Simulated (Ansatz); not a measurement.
H6Si4, SMILES `[SiH]1=[SiH][SiH2][SiH2]1` (charge 0, multiplicity 1).

The numbers are results of B3LYP/cc-pVTZ // PBE0-D3(BJ)/def2-TZVP (Ansatz, a program for electronic structure), not measurements.

Ansatz 0.2 input:
```yaml
crystal:
  periodic: [false, false, false]
  atoms:
    - { symbol: Si, position_ang: [0.446262, 1.704843, 0.230732] }
    - { symbol: Si, position_ang: [1.742009, 0.001182, 0.352654] }
    - { symbol: Si, position_ang: [0.027259, -1.469278, -0.11949] }
    - { symbol: Si, position_ang: [-1.397372, 0.401129, -0.24552] }
    - { symbol: H, position_ang: [0.640765, 3.169517, 0.391921] }
    - { symbol: H, position_ang: [3.190747, -0.182373, 0.629306] }
    - { symbol: H, position_ang: [-0.311469, -2.436254, 0.961498] }
    - { symbol: H, position_ang: [0.162185, -2.231524, -1.391906] }
    - { symbol: H, position_ang: [-2.016575, 0.6202, -1.582254] }
    - { symbol: H, position_ang: [-2.48381, 0.422559, 0.773058] }
basis:
  gaussian: { orbitals: cc-pVTZ }
hamiltonian:
  xc: b3lyp
```

Output:

```
Functional definition: B3LYP
1496 factors; their error is unknown
mean field evaluation 1: about -31608.7586 eV, gradient 1.8e1 eV
mean field evaluation 2: about -31609.0327 eV, gradient 1.7e1 eV
mean field evaluation 4: about -31610.0724 eV, gradient 5.4e-1 eV
mean field evaluation 8: about -31610.1544 eV, gradient 2.1e-1 eV
mean field evaluation 16: about -31610.1545 eV, gradient 2.5e-5 eV
mean field -31610.15445215 eV, -1161.6517499844 hartree, gradient 2.5e-5 eV, S^2 0.000000; 0 other end points of the search recorded, 0 dependent functions left out
reference -31610.15476143 eV, -1161.6517613502 hartree; 31, 31 occupied and 189, 189 virtual orbitals, 1496 factors
Total energy: -31610.15476143 eV, -1161.6517613502 hartree
```
